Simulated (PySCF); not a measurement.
# Calculated NMR parameters of FC1=C(F)CC=C1

| Quantity | Value |
| --- | --- |
| Formula | C5H4F2 |
| SMILES | FC1=C(F)CC=C1 |
| Point group of the computed structure | Cs |
| Degrees of unsaturation | 3 |
| Carbon signals | 5 |
| Proton signals | 3 |

Atom-mapped SMILES (the numbers label the heavy atoms): `[F:1][C:2]1=[C:3]([F:4])[CH2:5][CH:6]=[CH:7]1`. Hydrogens are named by the atom that carries them.

How the numbers were obtained: J couplings at B3LYP/pcJ-1 (spin–dipole term only in couplings to heteroatoms), geometry: GFN2-xTB, NMR shieldings at PBE0/pcSseg-1/GIAO, in PySCF (fast rotation and ring inversion assumed for equivalent nuclei, in vacuum, one conformer, non-relativistic).

References, each an isolated molecule treated in the same way: 1H (31.72 ppm), 13C (186.93 ppm) against TMS; 19F (170.95 ppm) against CFCl3.

| carbon | δC, type | δH (multiplicity, J in Hz) | HMBC from (abs. J ≥ 3 Hz) | span of the C tensor (ppm) |
| --- | --- | --- | --- | --- |
| C2 | 150.5, C | – | H(C6), H(C5) | 99 |
| C3 | 155.6, C | – | H(C7), H(C6), H(C5) | 92 |
| C5 | 38.6, CH2 | 3.18 (dt, 5.2, 2.0) | H(C7), H(C6) | 20 |
| C6 | 126.1, CH | 5.97 (m) | H(C5) | 218 |
| C7 | 135.7, CH | 6.58 (ddt, 7.7, 3.2, 1.8) | H(C5) | 194 |

Other nuclei:
```csv
atoms,nucleus,environment,δ (ppm),σ (ppm)
F4,19F,vinylic fluorine,-153.7,324.6
F1,19F,vinylic fluorine,-159.3,330.3
```

Selected couplings (Hz, signed; the shortest-range and largest first, 30 at most; isotopes 13C, 19F, 1H): 1J(C3,F4) -348.0, 1J(F1,C2) -331.9, 1J(C6,H(C6)) 183.0, 1J(C7,H(C7)) 177.4, 1J(C5,H(C5)) 136.0, 1J(C2,C3) 109.6, 1J(C6,C7) 72.9, 1J(C2,C7) 72.0, 1J(C3,C5) 55.8, 1J(C5,C6) 39.7, 2J(F1,C7) 23.9, 2J(C2,C5) 22.1, 2J(C3,C7) 21.2, 2J(F4,C5) 14.1, 2J(C3,C6) 6.6, 2J(C2,C6) 6.5, 2J(C2,F4) 6.3, 2J(F1,C3) 6.1, 3J(F1,F4) 21.1, 3J(F4,C6) 12.6, 3J(H(C6),H(C7)) 7.7, 3J(F4,C7) -6.6, 3J(H(C5),H(C6)) 2.2, 3J(F1,C6) 1.3, 4J(F1,H(C5)) 5.2, 4J(F1,H(C6)) 5.1, 4J(F4,H(C7)) 3.2, 4J(H(C5),H(C7)) -1.8, 4J(F4,H(C6)) 1.4.

1. Carbon types of the structure: 2 × C, 2 × CH, 1 × CH2, which accounts for all hydrogens.
2. δC 155.6, 150.5: fully substituted alkene carbon; the olefinic region.
3. δC 135.7, 126.1: alkene CH; the olefinic region.
4. δC 38.6: allylic sp3 CH2; aliphatic region, no heteroatom directly attached.
5. δH 6.58, 5.97: hydrogen on an alkene CH; attached to an sp2 carbon and in the plane of the double bond.
6. δH 3.18: hydrogen on an allylic sp3 CH2; allylic position.

Common functionals overestimate the size of one-bond C–F couplings by tens of Hz; these are unscaled. Multiplet labels drop couplings under 1 Hz and merge nearly equal ones. Unscaled 3J(H,H) at this level run about 10 % above measured values. Shifts are as computed. Against solution values, carbons near 30 ppm lie about +3 ppm off and those near 130 ppm about +5 ppm. Of 1211 compounds with measured shifts, 218 miss one by over three times the rms of a fit or turn the order of signals round; such compounds aren't used in these exercises. Unscaled 19F shifts against computed CFCl3 carry errors that often reach 10 to 50 ppm.
